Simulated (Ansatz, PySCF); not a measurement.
This PySCF input computes a CCSD(T)/cc-pVDZ energy:

```python
from pyscf import gto, scf, mp, cc as ccmod

mol = gto.M(
    atom='''
    B    -0.00000000   -0.00000000   -0.73975084
    O     0.00000000    0.00000000    0.46234428
    ''',
    basis='cc-pvdz',
    charge=0,
    spin=1,
    symmetry='C2v',
    verbose=4,
)

mf = scf.UHF(mol)
mf.conv_tol = 1e-10
mf.max_cycle = 100
mf.kernel()
mp2 = mp.MP2(mf, frozen=2).run()
cc = ccmod.CCSD(mf, frozen=2)
cc.max_cycle = 100
cc.kernel()
et = cc.ccsd_t()
print(f'E(CCSD(T)) = {cc.e_tot + et:.9f}')
```

### Question
Write an input for the same energy in Ansatz (a first-principles code) and say what it gives.

### Answer

Ansatz 0.2 input:
```yaml
crystal:
  periodic: [false, false, false]
  atoms:
    - {symbol: B, position_ang: [-0.00000000, -0.00000000, -0.73975084]}
    - {symbol: O, position_ang: [0.00000000, 0.00000000, 0.46234428]}
basis:
  gaussian:
    orbitals: cc-pVDZ
magnetization: {spin_polarized: true, initial_magnetization: 1}
correlation: {method: ccsd_t, electrons: outside_noble_gas}
```
It gives -99.78037 Eh, and PySCF -99.78037 Eh, a difference of 0.00 mEh.
